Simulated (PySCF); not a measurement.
C₂H₃BN₂O, SMILES C1B(O)N=CN=1.

Geometry optimised at PBE0-D3(BJ)/def2-SVP. This is a generated structure with no PubChem entry under its InChIKey; it may be hypothetical. The values are those of a single conformer.

Two levels are set side by side: PBE/def2-TZVP (PySCF) and ωB97X/def2-TZVP (PySCF). Same geometry, gas phase. Differences are taken from unrounded values.

```csv
quantity,PBE
orbital gap (eV),2.12
highest occupied level (eV),-6.13
lowest empty level (eV),-4.01
dipole moment (D),1.46
mean polarisability (bohr³),49.9
```

Question: These are the PBE values. What does ωB97X give? (An estimate is asked for; the answer gives what the named calculation found.)

Answer: 
| quantity | ωB97X | PBE minus ωB97X |
|---|---|---|
| orbital gap (eV) | 9.47 | -7.35 |
| highest occupied level (eV) | -10.21 | 4.08 |
| lowest empty level (eV) | -0.74 | -3.27 |
| dipole moment (D) | 1.27 | 0.19 |
| mean polarisability (bohr³) | 47.4 | 2.4 |

Without exact exchange PBE keeps part of each electron's self-repulsion, which lifts occupied levels and narrows the gap. PBE's more diffuse valence density responds more strongly to a field. Differences between two approximate levels are no errors against the true value.

Rough cost on one machine, each run with all the roots and properties that it gave: ωB97X against PBE within a factor of 2.
